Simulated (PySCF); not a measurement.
Species: C9H9BO2.
Bonds: B1–O2, O2–C3, C3–C4 (double), C4–C5, C5–C6, C6–C7 (aromatic), C7–C8 (aromatic), C8–C9 (aromatic), C9–C10 (aromatic), C10–C11 (aromatic), C5–O12 (double), B1–O12, C6–C11 (aromatic). Hydrogens: H13, H14 on B1; H15 on C3; H16 on C4; H17 on C7; H18 on C8; H19 on C9; H20 on C10; H21 on C11.

Torsions of this conformer, `[BH2-:1]1[O:2][CH:3]=[CH:4][C:5]([c:6]2[cH:7][cH:8][cH:9][cH:10][cH:11]2)=[O+:12]1`: C4–C5–C6–C7 4°.

The closed-shell ground state was solved at several levels (PySCF, density fitting, gas phase, non-relativistic). Geometry: PBE0-D3(BJ)/def2-SVP, one conformer, isolated molecule.

```
         level  basis functions  HOMO (eV)  LUMO (eV)  gap (eV)  dipole (D)
   B3LYP/pcJ-1              414      -6.77      -2.78      3.99        5.64
 PBE0/pcSseg-1              249      -6.98      -2.64      4.34        5.58
PBE0/def2-SVPD              318      -6.97      -2.67      4.30        5.58
```

Estimate the row for mPW1PW91/pcSseg-2, a basis of 558 functions; the other rows only guide the guess.

HOMO -6.97 eV, LUMO -2.64 eV, gap 4.33 eV, dipole 5.54 D.

How far do the dipole and the HOMO energy spread over the levels?

The dipole runs from 5.54 to 5.64 D (mean 5.59 D) and the HOMO from -6.98 to -6.77 eV.
